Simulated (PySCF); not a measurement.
CH5BO.

```xyz
8

B      0.5244     0.1352     0.0000
H      1.7152     0.2479     0.0000
C     -0.1655    -1.2724     0.0000
H      0.1596    -1.8506    -0.8713
H      0.1596    -1.8506     0.8713
H     -1.2590    -1.2457     0.0000
O     -0.1608     1.3075     0.0000
H     -1.1187     1.1970     0.0000
```

Geometry optimised at B3LYP-D3(BJ)/def2-TZVP. The values are those of a single conformer.

Calculation: PBE0/pcSseg-2 in PySCF. Non-relativistic, no solvent.

Computed absolute GIAO shielding of each atom: isotropic value and principal components (ppm):
| atom | σ(iso) | σ11 | σ22 | σ33 | span |
|---|---|---|---|---|---|
| B1 | 47.0 | -5.0 | 46.7 | 99.3 | 104.4 |
| H2 | 26.1 | 24.6 | 25.2 | 28.4 | 3.8 |
| C3 | 175.5 | 160.3 | 171.0 | 195.2 | 34.9 |
| H4 | 30.8 | 27.6 | 28.6 | 36.2 | 8.5 |
| H5 | 30.8 | 27.6 | 28.6 | 36.2 | 8.5 |
| H6 | 31.6 | 28.5 | 29.8 | 36.4 | 7.8 |
| O7 | 131.4 | -36.0 | 152.6 | 277.6 | 313.6 |
| H8 | 26.0 | 22.6 | 24.2 | 31.0 | 8.4 |
